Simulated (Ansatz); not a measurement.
Job for Ansatz (a quantum-chemistry and plane-wave program): R-PBE0/def2-TZVPP on H2 (SMILES [H][H]).

Ansatz 0.2 input:
```yaml
crystal:
  periodic: [false, false, false]
  atoms:
    - {symbol: H, position_ang: [0.00000000, 0.00000000, 0.37198582]}
    - {symbol: H, position_ang: [-0.00000000, -0.00000000, -0.37198582]}
basis:
  gaussian:
    orbitals: def2-TZVPP
hamiltonian:
  xc: {name: PBE0}
scf: {lower_state_search: off}
```

The log:

```
WARN ansatz: RAYON_NUM_THREADS=1 ignored (pool sized by the plan → 1); use --threads N
Functional definition: PBE0
these checks for a lower state are left out or cut short: stability, starts, cluster_reference, orbital_swaps, neighbouring_geometries, increment
integrals: 0.00 GiB planned
118 factors; their error is unknown
mean field: 0.04 GiB planned
mean field evaluation 1: about -31.7057 eV, gradient 5.4e0 eV
mean field evaluation 2: about -31.7950 eV, gradient 8.2e-1 eV
mean field evaluation 4: about -31.7961 eV, gradient 1.0e-1 eV
mean field evaluation 8: about -31.7961 eV, gradient 3.0e-6 eV
mean field -31.79608428 eV, -1.1684845450 hartree, gradient 3.0e-6 eV, S^2 0.000000; 0 other end points of the search recorded, 0 dependent functions left out
reference -31.79610025 eV, -1.1684851321 hartree; 1, 1 occupied and 27, 27 virtual orbitals, 118 factors
Total energy: -31.79610025 eV, -1.1684851321 hartree
Checks for a lower state left out: stability, starts, cluster_reference, orbital_swaps, neighbouring_geometries, increment
```

Self-consistency was reached.

Cost: very roughly 0.13 core-seconds.
